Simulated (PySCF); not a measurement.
C9H6N2.
SMILES with atom numbers: `[N:1]#[C:2][CH2:3][C:4]1=[CH:5][C@H:6]2[C@@H:7]3[C@H:8]2[C@:9]13[C:10]#[N:11]` (hydrogens: H12, H13 on C3; H14 on C5; H15 on C6; H16 on C7; H17 on C8)

Cartesian coordinates in Å at the PBE0-D3(BJ)/def2-SVP level; atoms count from 1:
```xyz
17
C9H6N2 angstrom
N      3.490   -1.633    0.591
C      2.747   -0.753    0.487
C      1.792    0.340    0.356
C      0.376   -0.129    0.387
C     -0.160   -1.348    0.518
C     -1.648   -1.145    0.472
C     -1.995    0.221    1.034
C     -1.973    0.057   -0.394
C     -0.814    0.803    0.262
C     -0.652    2.222    0.100
N     -0.477    3.359   -0.031
H      2.001    0.881   -0.584
H      1.978    1.071    1.162
H      0.361   -2.298    0.634
H     -2.367   -1.962    0.555
H     -2.686    0.630    1.770
H     -2.640    0.287   -1.224
```

All values: CAM-B3LYP/def2-SVPD (PySCF, non-relativistic), on one gas-phase PBE0-D3(BJ)/def2-SVP geometry that isn't relaxed in the solvent. The solvent is an IEF-PCM continuum (cavity from Bondi-type radii × 1.2). The model holds no explicit solvent molecules, cavitation or dispersion.

Gas phase at CAM-B3LYP/def2-SVPD: HOMO -8.61 eV, LUMO 0.38 eV, dipole 4.47 D.

What does the continuum do to the energy, the frontier levels and the dipole at CAM-B3LYP/def2-SVPD in acetone and dimethylsulfoxide?

| solvent | ε | E(solvent) − E(gas) (kcal/mol) | polarisation term (kcal/mol) | distortion of the solute (kcal/mol) | HOMO (eV) | LUMO (eV) | dipole (D) |
| --- | --- | --- | --- | --- | --- | --- | --- |
| acetone | 20.49 | -11.28 | -13.59 | 2.31 | -8.18 | 0.82 | 5.57 |
| dimethylsulfoxide | 46.83 | -11.79 | -14.32 | 2.53 | -8.17 | 0.84 | 5.61 |

The polarisation term is half the interaction of the solute with the surface charges that it induces; the rest is the cost of distorting the solute's density. The sum is the electrostatic part of solvation alone. From acetone to dimethylsulfoxide the lowering changes by a factor 1.05, Onsager's factor (ε − 1)/(2ε + 1) by 1.04 and ε itself by 2.3.

Which radius a makes the point-dipole formula ΔE = −[(ε − 1)/(2ε + 1)]·μ²/a³ give the value in dimethylsulfoxide, with the gas-phase dipole?

μ = 1.757 au and |ΔE| = 0.01879 Eh give a = 2.28 Å; the farthest nucleus lies 4.02 Å from the centroid of the nuclei, so such a sphere wouldn't even hold the nuclei. The formula assumes a rigid point dipole at the centre of a sphere.

Give the dipole vector in the frame of the coordinates (D, pointing from negative to positive charge), gas and dimethylsulfoxide.

Gas (-4.33, -1.09, 0.09), solvent (-5.47, -1.25, 0.10). Its length changes by +26 % and its direction by 1°.

How does the static polarisability (CAM-B3LYP/def2-SVPD, frozen core, with the continuum's full static response) change?

| medium | isotropic (au) | principal values (au) | ⟨r²⟩ of the electrons (bohr²) |
| --- | --- | --- | --- |
| gas | 99.1 | 71.7, 107.6, 117.9 | 1687.1 |
| acetone | 132.3 | 98.5, 137.0, 161.5 | 1691.0 |
| dimethylsulfoxide | 134.3 | 100.5, 138.4, 164.0 | 1691.2 |

The isotropic value in dimethylsulfoxide is 1.36 times the gas-phase one; no cavity-field correction is applied. ⟨r²⟩ is taken about the centre of nuclear charge.
